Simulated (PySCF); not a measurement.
Mapped SMILES: `[CH2:1]=[C:2]([CH3:3])[c:4]1[cH:5][cH:6][n+:7]([O-:8])[cH:9][cH:10]1`. Hydrogens are named by the atom that carries them. Ha(C1) is cis to C3; Hb(C1) is trans to C3.

Calculated, not measured (PySCF): shielding tensors at PBE0/pcSseg-1 (GIAO), geometry from GFN2-xTB. One conformer, isolated molecule, fast rotation and ring inversion assumed for equivalent nuclei, non-relativistic.

Referencing at the same level of theory: TMS for 13C (σref 186.93).

Do the 13C shifts follow the atomic charges (in e)? Tabulate both.

Answers


| atoms | hybridisation | δ (ppm) | σ para (ppm) | Hirshfeld | IAO | Mulliken | ESP-fitted |
| --- | --- | --- | --- | --- | --- | --- | --- |
| C2 | sp2 | 149.0 | -220 | +0.01 | +0.02 | -0.36 | +0.30 |
| C6/C9 | sp2 | 143.6 | -204 | -0.00 | -0.09 | +0.27 | -0.21 |
| C4 | sp2 | 138.0 | -210 | -0.01 | -0.02 | -0.07 | -0.02 |
| C5/C10 | sp2 | 128.9 | -198 | -0.04 | -0.15 | -0.17 | -0.17 |
| C1 | sp2 | 119.4 | -187 | -0.11 | -0.33 | -0.05 | -0.62 |
| C3 | sp3 | 24.0 | -84 | -0.12 | -0.43 | -0.15 | -0.52 |

Correlation coefficients of δ with charge over these carbons: Hirshfeld +0.78, IAO +0.84, Mulliken +0.14, ESP-fitted +0.63; with the paramagnetic shielding -1.00. Among the 5 sp2 carbons alone: Hirshfeld +0.96, IAO +0.92, Mulliken -0.06, ESP-fitted +0.87. With so few points, grouped by hybridisation, these coefficients are fragile. Charge is one influence among several: hybridisation and low-lying excitations act through the paramagnetic term.

Shifts are as computed. Against solution values, carbons near 30 ppm lie about +3 ppm off and those near 130 ppm about +5 ppm. Of 1211 compounds with measured shifts, 218 miss one by over three times the rms of a fit or turn the order of signals round; such compounds aren't used in these exercises.
